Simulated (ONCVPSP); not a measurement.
**Which change was made? (Bi, ONCV)**

ONCVPSP 4.0.1 input, shortened (lines: element, Z, core and valence counts, functional; n l f; lmax; l rc ep ncon nbas qcut; lloc lpopt rc5 dvloc0; l nproj debl; icmod fcfact rcfact), PBE, scalar-relativistic:

```
  Bi 83.00   13    2        4      upf
    1    0    2.00
    2    0    2.00
    2    1    6.00
    3    0    2.00
    3    1    6.00
    3    2   10.00
    4    0    2.00
    4    1    6.00
    4    2   10.00
    4    3   14.00
    5    0    2.00
    5    1    6.00
    5    2   10.00
    6    0    2.00
    6    1    2.75
    1
    0    1.75    0.00    4    9    3.00
    1    2.60    0.00    4    9    3.10
    4    3    1.45    6.00
    0    3    2.30
    1    3    1.00
    3    2.50    1.55
```

Cutoffs, loose and tight: the cutoffs (Ha) at which the residual kinetic energy of the hardest occupied pseudo-wave falls to 1 and 0.1 mHa per electron. They do not see the model core or the augmentation charge, which bear on the density cutoff. Test errors are all-electron minus pseudo excitation energies from the reference, over the configurations 6s2 6p3; 6s2 6p2; 6s2 6p1; 6s1 6p3; variants that change the core or the reference have their own tests.

The base gives: outcome: generated; cutoff, loose: 22 Ha; cutoff, tight: 64 Ha; bound ghosts: s; GHOST(+) flags above zero: s, p; largest test error (meV): -172.

Question: After one change the result is: outcome: generated; cutoff, loose: 22 Ha; cutoff, tight: 64 Ha; bound ghosts: none; GHOST(+) flags above zero: s, p; largest test error (meV): -172. Which change was it?
A. all radii but the core radius scaled by about 1.29 (s 2.26, p 3.36 bohr); local potential polynomial inside 1.88 bohr (lpopt 3, dvloc0 6 Ha)
B. core correction Teter function fitted to the true core (icmod 2), fcfact 0.65
C. s: nproj 2

Answer: C. The others give: all radii but the core radius scaled by about 1.29 (s 2.26, p 3.36 bohr); local potential polynomial inside 1.88 bohr (lpopt 3, dvloc0 6 Ha) → outcome: generated; cutoff, loose: 17 Ha; cutoff, tight: 45 Ha; bound ghosts: none; GHOST(+) flags above zero: s, p; largest test error (meV): -204 | core correction Teter function fitted to the true core (icmod 2), fcfact 0.65 → outcome: generated; cutoff, loose: 22 Ha; cutoff, tight: 64 Ha; bound ghosts: s; GHOST(+) flags above zero: s, p; largest test error (meV): -51.
